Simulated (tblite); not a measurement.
C4H8SSi2.
Atom-mapped SMILES: `[CH:1]1=[CH:2][SiH2:3][S:4][CH:5]=[CH:6][SiH2:7]1` (hydrogens: H8 on C1; H9 on C2; H10, H11 on Si3; H12 on C5; H13 on C6; H14, H15 on Si7)

Structure optimised with GFN2-xTB, isolated species.

**Question.** Give the optimised bond lengths and angles.

**Answer.** 
```tsv
bond	length (Å)	order
C1–C2	1.332	aromatic
C2–Si3	1.880	aromatic
Si3–S4	2.154	aromatic
S4–C5	1.770	aromatic
C5–C6	1.324	aromatic
C6–Si7	1.883	aromatic
C1–Si7	1.891	aromatic
C1–H8	1.086	single
C2–H9	1.087	single
Si3–H10, Si3–H11	1.461	single
C5–H12	1.082	single
C6–H13	1.083	single
Si7–H14, Si7–H15	1.468	single
```

Bonds in one row agree within 0.01 Å and their mean is given. Orders are formal, as drawn. A selection of angles:
```tsv
angle	degrees
C2–C1–Si7	127.5
C2–C1–H8	117.7
Si7–C1–H8	114.9
C1–C2–Si3	128.4
C1–C2–H9	118.3
Si3–C2–H9	113.3
C2–Si3–S4	115.4
C2–Si3–H10	111.1
C2–Si3–H11	110.0
S4–Si3–H10	101.5
S4–Si3–H11	106.2
H10–Si3–H11	112.4
Si3–S4–C5	99.9
S4–C5–C6	123.9
S4–C5–H12	112.5
C6–C5–H12	123.6
C5–C6–Si7	124.3
C5–C6–H13	117.2
Si7–C6–H13	118.5
C6–Si7–H14	107.2
C6–Si7–H15	110.2
C1–Si7–C6	112.0
C1–Si7–H14	107.5
C1–Si7–H15	109.1
H14–Si7–H15	111.0
```

The 7-membered ring C1–C2–Si3–S4–C5–C6–Si7 has internal angles of 99.9° to 128.4° (sum 831°, against 900° for a flat polygon); it is puckered, 0.43 Å rms from its mean plane, widest ring torsion 70°. Si3 (SiH2 silicon) is distorted tetrahedral (angles from 101.5° to 115.4°). Si7 (SiH2 silicon) is tetrahedral (angles from 107.2° to 112.0°). S4 (sulfur bonded to C and Si) is bent (angle 99.9°).

Point group: C1 (no symmetry element, even within 0.4 Å). Its GFN2-xTB frequencies are all real (lowest 56 cm⁻¹). The numbers are those of one conformer. 3 starts were optimised and ended at 0.00, 0.08 and 0.08 kcal/mol (GFN2-xTB); the lowest of these is shown.

Hardware: an Intel Xeon at 2.50 GHz with one thread, no GPU, shared host. Cost: 2.1 s of wall time. These figures are those of the optimisation.

All values are computed, not measured.
